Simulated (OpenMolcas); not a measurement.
# 4f5 along the 59-electron sequence

```
Program             : OpenMolcas
Method              : MS-CASPT2, IPEA 0.25 Eh, imaginary shift 0.1 Eh
Basis               : ANO-RCC-VTZP
Scalar Hamiltonian  : DKH2, point nucleus
Spin-orbit coupling : RASSI with atomic mean-field integrals over the reference wave functions, term energies averaged over their components
```

Active space for each ion: 5 electrons in 7 orbitals (4f); closed shells correlated by CASPT2: 5s 5p.

Computed levels in cm-1 above 6H* 5/2:

```json
{"Level": "6H* 7/2", "Pm2+": "891", "Sm3+": "1128", "Eu4+": "1432"}
{"Level": "6H* 9/2", "Pm2+": "1935", "Sm3+": "2450", "Eu4+": "3090"}
{"Level": "6H* 11/2", "Pm2+": "3080", "Sm3+": "3900", "Eu4+": "4890"}
{"Level": "6H* 13/2", "Pm2+": "4290", "Sm3+": "5430", "Eu4+": "6780"}
{"Level": "6H* 15/2", "Pm2+": "5540", "Sm3+": "7020", "Eu4+": "8700"}
{"Level": "6F* 1/2", "Pm2+": "5920", "Sm3+": "6890", "Eu4+": "7960"}
{"Level": "6F* 3/2", "Pm2+": "6110", "Sm3+": "7150", "Eu4+": "8260"}
{"Level": "6F* 5/2", "Pm2+": "6520", "Sm3+": "7680", "Eu4+": "8910"}
{"Level": "6F* 7/2", "Pm2+": "7270", "Sm3+": "8620", "Eu4+": "10090"}
{"Level": "weight of 6H* in the lowest level (%)", "Pm2+": "96", "Sm3+": "96", "Eu4+": "95"}
```

The fine-structure level 6H* 15/2 changes by a factor of 1.57 from Pm2+ to Eu4+. Its fourth root runs 8.63, 9.15, 9.66, with steps per unit of Z of 0.53, 0.50; equal steps would mean a (Z - σ)^4 law with constant σ.

6F* 1/2 changes by a factor of 1.34 over the same range, with steps per unit of Z of +970, +1070 cm-1.

CASPT2 breaks the degeneracy within a term, and the mean is taken; among the terms shown or strongly mixed into the levels shown the widest spread is 390 cm-1 (4f5 6H*, Pm2+). Blocks of more than 70 roots (2S+1 = 4 odd, 2 odd) ran without multistate coupling. High states are left out of the spin-orbit mixing, which shifts the levels that they would mix with. Levels of configurations outside the active space are missing.

* marks odd parity.
